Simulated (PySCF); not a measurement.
**Radiative rates from a computed spectrum**

C11H14.
SMILES: `CCC/C=C\c1ccccc1`

The calculation used PySCF 2.14.0, density-fitted response routines, TDDFT PBE0/def2-SVPD, vertical, gas phase, core orbitals frozen in the response. One conformer (not necessarily the lowest) at the PBE0-D3(BJ)/def2-SVP geometry, without solvent, vibrations or thermal averaging. Torsions of this conformer, `[CH3:1][CH2:2][CH2:3]/[CH:4]=[CH:5]\[c:6]1[cH:7][cH:8][cH:9][cH:10][cH:11]1`: C1–C2–C3–C4 180°, C2–C3–C4–C5 -140°, C4–C5–C6–C7 147°.

Computed singlets with f of 0.002 or more:

```tsv
state	λ (nm)	f
S1	248.8	0.028
S2	244.1	0.416
S3	210.0	0.106
S4	199.7	0.0024
S5	196.8	0.041
S6	189.8	0.370
S7	185.7	0.0066
S8	183.7	0.011
S9	179.7	0.065
S10	177.1	0.0073
```

Task: Turn these into Einstein A coefficients, radiative lifetimes, transition dipoles and integrated cross-sections.

Result: For one non-degenerate pair of states in vacuum, A = 0.6670 f ν̃² s⁻¹ with ν̃ in cm⁻¹, τ = 1/A, |μ|² = 3f / (2ΔE) in atomic units, and the integrated cross-section is ∫σ dE = 109.76 f Mb·eV.

| state | A (s⁻¹) | τ | \|μ\| (D) | ∫σ dE (Mb·eV) |
| --- | --- | --- | --- | --- |
| S1 | 3.1×10⁷ | 33 ns | 1.22 | 3.1 |
| S2 | 4.7×10⁸ | 2.1 ns | 4.65 | 46 |
| S3 | 1.6×10⁸ | 6.2 ns | 2.18 | 12 |
| S4 | 4.0×10⁶ | 250 ns | 0.32 | 0.26 |
| S5 | 7.0×10⁷ | 14 ns | 1.31 | 4.5 |
| S6 | 6.8×10⁸ | 1.5 ns | 3.86 | 41 |
| S7 | 1.3×10⁷ | 78 ns | 0.51 | 0.72 |
| S8 | 2.2×10⁷ | 46 ns | 0.66 | 1.2 |
| S9 | 1.3×10⁸ | 7.4 ns | 1.58 | 7.2 |
| S10 | 1.5×10⁷ | 65 ns | 0.52 | 0.8 |

The rates are for emission to S0 at the absorption energy, with no other channel.

Task: What is the integrated cross-section of all computed states together?

Result: Σf = 1.054 over S1 to S10, so 109.76 × Σf ≈ 116 Mb·eV.

Task: By what factor does the largest A in the list exceed the smallest?

Result: S6 has 170 times the rate of S4.

Task: Suppose S1 emitted 0.3 eV lower with the same transition dipole. How would A change?

Result: At fixed |μ|, A goes as the cube of the energy: (4.68/4.98)³ = 0.83, which makes τ about 39 ns.

The run took 96 s wall, 3.6 min CPU (grids of density and orbitals included) on Intel Xeon Platinum 8259CL at 2.50 GHz, 2 threads, no GPU, on a shared host, and the process peaked at 1.9 GiB of memory.
